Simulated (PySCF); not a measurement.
**Vertical excitation energies**

C₆H₅ClO₂.
SMILES: `Cc1ccc(C(=O)Cl)o1`

Computed, not measured: PySCF, TDDFT wB97X-D/def2-SVPD, vertical, gas phase, core orbitals frozen in the response. Isolated species at its GFN2-xTB geometry (one conformer only). Torsions of this conformer, `[CH3:1][c:2]1[cH:3][cH:4][c:5]([C:6](=[O:7])[Cl:8])[o:9]1`: C4–C5–C6–O7 0°.

Question: Predict the UV-vis stick spectrum at this level.

Answer: 

```csv
state,E (eV),E (hartree),f,symmetry,"main configurations (H = HOMO, L = LUMO)"
S1,4.76,0.1749,0.0000,–,H-1→L (89%)
S2,4.82,0.1770,0.436,A′,H→L (97%)
S3,6.06,0.2227,0.0003,–,H-3→L (92%)
S4,6.22,0.2284,0.017,A′,H-2→L (89%)
S5,6.46,0.2376,0.037,A′,H-4→L (88%)
S6,6.98,0.2564,0.0001,–,H→L+1 (85%)
S7,7.25,0.2662,0.186,A′,H→L+2 (88%)
S8,7.50,0.2758,0.0001,–,H→L+3 (71%)
```

Triplets (Tamm–Dancoff): T1 3.11 eV, H→L (92%); T2 4.38 eV, H-1→L (86%); T3 4.93 eV, H-2→L (76%), H→L+2 (15%).

The lowest singlet lies at 4.76 eV (261 nm, ultraviolet) and is dark (f under 0.0005); its leading configuration is HOMO-1→LUMO (89%). The strongest level in the table is S2 at 4.82 eV (257 nm, f = 0.436). Löwdin shares by element: HOMO carbon 70% or more (atoms not listed hold the other 30%); LUMO carbon 48% or more, oxygen 18% or more (atoms not listed hold the other 33%). The oscillator strengths of these states sum to 0.677; summed over the whole spectrum of an exact calculation they would give the number of electrons, 74 (Thomas–Reiche–Kuhn). Weighted by f, the mean energy of these states is 5.61 eV. Of the 8 states listed, 4 reach f = 0.01 and 4 stay under 0.0005. Symmetry labels in Cs follow from the direction of the transition dipole and are given only for states with f of 0.002 or more. Only the lowest 8 singlets were computed, as vertical energies without vibronic structure.
